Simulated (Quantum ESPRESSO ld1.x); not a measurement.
Q: Ag6+, configuration [Kr] 4d5. All-electron calculation, Dirac Kohn-Sham, RPBE, spin-unpolarised, spherical densities, point nucleus; open shells fill j = l - 1/2 first. Program: ld1.x of Quantum ESPRESSO 7.5. Some entries of the table are withheld. Estimate them.

orbital,occ.,eigenvalue (hartree),<1/r> (bohr^-1)
1s1/2,2,-934.0592,49.44
2s1/2,2,-140.6581,11.39
2p1/2,2,-130.9520,11.37
2p3/2,4,-124.5102,10.68
3s1/2,2,-28.7665,(1)
3p1/2,2,-24.9106,3.893
3p3/2,4,-23.7712,3.726
3d3/2,4,-16.9609,3.562
3d5/2,6,-16.7311,3.519
4s1/2,2,-6.9666,1.561
4p1/2,2,-5.7145,(2)
4p3/2,4,-5.5093,(3)
4d3/2,4,(4),1.180
4d5/2,1,(5),1.169

A: 
(1) 3s1/2 <1/r> (bohr^-1): 3.988
(2) 4p1/2 <1/r> (bohr^-1): 1.456
(3) 4p3/2 <1/r> (bohr^-1): 1.408
(4) 4d3/2 eigenvalue (hartree): -3.5222
(5) 4d5/2 eigenvalue (hartree): -3.4916
